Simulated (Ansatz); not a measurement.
Z-matrix (Å, degrees):
```
C
Ga 1 1.990
H 1 1.094 2 108.8
H 1 1.089 2 113.1 3 121.7
H 1 1.094 2 108.5 3 -117.1
H 2 1.603 1 119.3 3 55.9
```

Total charge 0; spin multiplicity 2.

Task: List the B3LYP/def2-TZVPP orbital energies in eV (Ansatz). (Estimate.)

Result: Ansatz gave: α occupied: -10137.53, -1249.28, -1106.52, -1106.46, -1106.41, -276.46, -149.30, -102.72, -102.53, -102.40, -22.53, -22.45, -22.35, -22.34, -22.23, -18.66, -11.52, -11.00, -10.97, -8.05, -5.01. α empty: -1.79, 0.67, 1.96, 2.56, 2.81, 3.01, 4.47, 4.74. β occupied: -10137.50, -1249.26, -1106.51, -1106.42, -1106.39, -276.40, -149.25, -102.69, -102.45, -102.39, -22.46, -22.37, -22.33, -22.26, -22.16, -18.51, -11.14, -10.94, -10.73, -7.60. β empty: -2.52, -1.48, 0.78, 2.25, 2.69, 2.85, 3.15, 4.70. ⟨S²⟩ = 0.752.

B3LYP here is the variant with VWN-RPA as its local correlation; programs differ in this.
